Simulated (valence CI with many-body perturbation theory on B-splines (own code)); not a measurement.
## Cs32+: one-electron terms

Level of theory: configuration interaction combined with many-body perturbation theory (CI+MBPT): five valence electrons over a frozen Dirac-Fock core [Ar], a basis of 7 s, 7 p, 8 d, 6 f, 4 g, 1 h functions for each j, with the one-electron correlation potential Σ1 (screened to all orders), the two-electron term Σ2, the three-electron term Σ3, Breit, model QED; selected single and double excitations, second order for the rest, scaled by the run's own slope (own B-spline code, finite nucleus).

The last digits are not significant, and no measured levels were compared; by estimate large intervals hold to a few tenths of a per cent, small ones and those within an open d or f shell to about a per cent. Only levels of the ground parity were solved; by the run's estimate the other parity begins above the list, which can be wrong where configurations are misplaced.

These are the spectroscopic orbitals of the CI (the correlating ones are not listed), shaped by the core and the other valence electrons. h is the expectation value of the core's Dirac-Fock operator, without the valence repulsion; Σ1 is computed up to l = 3 at one energy for each symmetry, that of its lowest orbital but kept below the first core excitation, so for empty shells it is not the orbital's own correlation shift; Breit and QED include the response of the core.

```csv
Orbital,h (hartree),Σ1 (cm⁻¹),Breit (cm⁻¹),QED (cm⁻¹),⟨r⟩ (bohr)
4s1/2,-52.629,-7275,4271,3136,0.5641
5s1/2,-32.099,-2753,2071,1544,0.9247
6s1/2,-21.628,-1372,1136,858,1.379
4p1/2,-50.672,-9424,6723,-102,0.5620
5p1/2,-31.136,-3473,3346,-47.6,0.9304
6p1/2,-21.086,-1714,1867,-25.9,1.393
4p3/2,-49.555,-8985,4177,214,0.5759
5p3/2,-30.599,-3402,2086,110,0.9475
6p3/2,-20.787,-1696,1227,62.5,1.413
3d3/2,-88.845,-21344,9158,-838,0.2475
4d3/2,-46.737,-9306,3207,-226,0.5538
5d3/2,-29.243,-3640,1565,-104,0.9430
3d5/2,-88.144,-20374,4463,-440,0.2505
4d5/2,-46.487,-9073,1619,-97.7,0.5575
5d5/2,-29.12,-3533,782,-42.3,0.9474
4f5/2,-43.875,-20426,299,-128,0.5083
5f5/2,-27.928,-8519,137,-62.5,0.9107
4f7/2,-43.794,-18107,-177,-81.1,0.5097
5f7/2,-27.883,-7511,-70.5,-38.3,0.9125
5g7/2,-27.196,,19.0,-13.6,0.8253
5g9/2,-27.177,,-22.5,-2.5,0.8261
```

Among the shells of the start configuration 3d5, Σ1 is largest in size for 3d3/2, where it is 0.11 % of h.

Lowest root of each symmetry, sizes in configuration state functions:

```
   J  Parity  Roots  Reference  Variational  Second order  Change by selected CI (cm⁻¹)  Change by second order (cm⁻¹)
 1/2    even      4         74        18171         85348                        -18900                             -4
 3/2    even      7        127        27235        343164                        -18544                            -29
 5/2    even     10        152        26404        219171                        -15586                           -120
 7/2    even      7        137        26131        180287                        -17774                           -198
 9/2    even      5        107        26120         17903                        -17799                           -132
11/2    even      3         67        26427        159197                        -17641                            -34
13/2    even      1         35        22329          4459                        -17593                            -11
```
